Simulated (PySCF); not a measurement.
Gas-phase XPS of `Cl[B](Cl)[GeH3]`, computed

Species: BCl₂GeH₃.
Structure used (PBE0-D3(BJ)/def2-SVP), in Å, numbered top down from 1:
```xyz
7
BCl2GeH3 angstrom
Cl     1.8685    1.6096   -0.1885
B      1.1259    0.0291   -0.1399
Cl     2.1511   -1.3788   -0.2949
Ge    -0.9127   -0.2008    0.1220
H     -1.1778   -0.7654    1.5315
H     -1.4698   -1.2098   -0.8989
H     -1.6621    1.1346   -0.0225
```

Computed, not measured: delta-SCF UKS SCAN, pcX-2 on the ionised atom, pcseg-1 elsewhere, spin-free X2C in PySCF 2.14.0. Each binding energy is the total energy of the core-ionised species, with the hole localised on one atom, minus that of the ground state; both are solved self-consistently, so orbital relaxation is included.

List the computed XPS lines with their assignment.

```
atom(s)             environment     level  binding energy (eV)  2p1/2 (eV)  count
     B2  three-coordinate boron      B 1s               198.42           –      1
Cl1/Cl3    chlorine bonded to B  Cl 2p3/2               206.69      208.34      2
Cl1/Cl3    chlorine bonded to B     Cl 1s              2829.27           –      2
```

Which effective nuclear charge Zeff reproduces each element's mean 1s value in the hydrogen-like formula E = 13.606 eV × Zeff²?

B (Z = 5): mean 198.4 eV, Zeff = 3.82, Z − Zeff = 1.18; Cl (Z = 17): mean 2829.3 eV, Zeff = 14.42, Z − Zeff = 2.58. Means run over the listed sites, weighted by atom count.

Topologically equivalent atoms share the value of their first member; where this conformer doesn't relate them by symmetry, their own values could differ. Spin–orbit coupling isn't in the SCF: each 2p doublet comes from a relaxed spin-free hole plus a matrix of the shell (mean-field spin–orbit coupling and the ground-state 2p splitting), with 2p3/2 averaged over its two sublevels. 2p1/2 minus 2p3/2 (ligand field included): Cl 1.65 eV. No level of germanium is listed. Geometry: PBE0-D3(BJ)/def2-SVP; no solvent, vibrations or thermal averaging.

Time: 13 s. Hardware: an Arm Neoverse V1 with one thread, shared host.
